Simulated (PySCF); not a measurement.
## Correlation energy of Rh⁺ (rhodium, charge +1)

[Kr] 4d7 5s1, high-spin 5F determinant (an excited configuration). Computed with PySCF 2.14 in def2-TZVPPD with the def2 core potential (28 electrons) (6s4p3d2f1g, 56 functions), with scalar relativity through the core potential. Frozen: 4s2 4p6; 8 electrons correlated.

```
  level  correlation energy (mhartree)
   CCSD                        -182.63
    (T)                          -4.74
CCSD(T)                        -187.37
```

Diagnostics: T1 = 0.0077, D1 = 0.0285, largest double amplitude 0.025.

Cost of the coupled-cluster step: of the order of 4 core-seconds, for 8 correlated electrons.
